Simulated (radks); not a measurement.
Excited configurations of the lanthanum ion La2+: one electron is placed in a higher orbital outside [Xe]. The ground configuration is [Xe] 5d1. Calculated with a radial shooting solver on a logarithmic mesh with Libxc functionals: Dirac Kohn-Sham, BLYP, spin-unpolarised, spherical densities, finite nucleus; open shells are shared between the two j in proportion to 2j + 1; Fermi nuclear charge, rms radius 4.855 fm. Excitation = E - E(ground); binding = E(ion) - E, where the ion is the core of charge +3; n* = 3/sqrt(2 binding) in atomic units, and the quantum defect is n - n*. Eigenvalue and <r> are those of j = l + 1/2.

outer orbital  excitation (eV)  binding (eV)     n*  quantum defect  eigenvalue (eV)  <r> (bohr)
4f                      -0.251        19.106  2.532           1.468          -11.594       1.345
5f                      10.983         7.872  3.944           1.056           -6.083       5.669
6s                       1.227        17.629  2.636           3.364          -14.682       3.671
6p                       5.019        13.836  2.975           3.025          -11.266       4.370
6d                       9.774         9.081  3.672           2.328           -7.489       6.009
6f                      13.508         5.347  4.785           1.215           -4.352       9.710
7s                       9.518         9.338  3.621           3.379           -7.958       6.810
7p                      10.943         7.913  3.934           3.066           -6.625       7.762
7d                      13.056         5.800  4.595           2.405           -4.836       9.945

The Delta-SCF ionisation energy is 18.855 eV (NIST Atomic Spectra Database: 19.177 eV, measured). Self-interaction in the functional shifts the binding energies and quantum defects, so they are the method's values and not measured ones. Spin polarisation and multiplet splitting are left out, so open shells lie too high by an amount that depends on their filling. Sharing an open shell by 2j + 1 raises it above the true ground level by a part of the spin-orbit splitting, which enters the differences from NIST. A negative excitation energy means that this level of theory puts the configuration below the NIST ground configuration.

Beside tabulated values, note that spin-unpolarised runs miss the spin-polarisation part of the exchange energy of open shells.
